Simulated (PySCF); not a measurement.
3-fluorothiophene (C4H3FS), SMILES c1scc(F)c1.

The structure is a stationary point at B3LYP-D3(BJ)/def2-SVP.

The numbers are results of PBE0/def2-TZVP run with PySCF, not measurements.

Symmetry labels are those of the subgroup Cs that the program uses (full group Cs).

Computed valence orbital energies around the gap with their symmetry:
| orbital | symmetry | energy (eV) |
|---|---|---|
| HOMO−7 | A' | -13.19 |
| HOMO−6 | A' | -12.72 |
| HOMO−5 | A' | -11.62 |
| HOMO−4 | A" | -10.76 |
| HOMO−3 | A' | -10.66 |
| HOMO−2 | A' | -10.04 |
| HOMO−1 | A" | -7.39 |
| HOMO | A" | -6.95 |
| LUMO | A" | -0.67 |
| LUMO+1 | A' | 0.50 |
| LUMO+2 | A" | 1.47 |
| LUMO+3 | A' | 1.71 |
